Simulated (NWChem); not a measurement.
# SiHOF, singlet; SMILES [Si](F)O

```xyz
4

Si     0.6214     0.0125     0.0000
F     -0.4211    -1.2591     0.0000
O     -0.4493     1.2760     0.0000
H     -1.3979     1.0886     0.0000
```
Atoms are numbered in this order, from 1.

Computed with NWChem. Low-valent species are run as closed-shell singlets; no triplet was tried in these runs. STO-3G and 3-21G are far too small for this property and stand as cheap habits. Structure relaxed at the PBE0/def2-SVP level. Field at 589 nm.

Question: Predict the results for B3LYP/STO-3G. Quantities: isotropic polarisability (bohr³); anisotropy (bohr³).

Answer: 
```json
{
  "isotropic polarisability (bohr³)": "13.7",
  "anisotropy (bohr³)": "7.1"
}
```
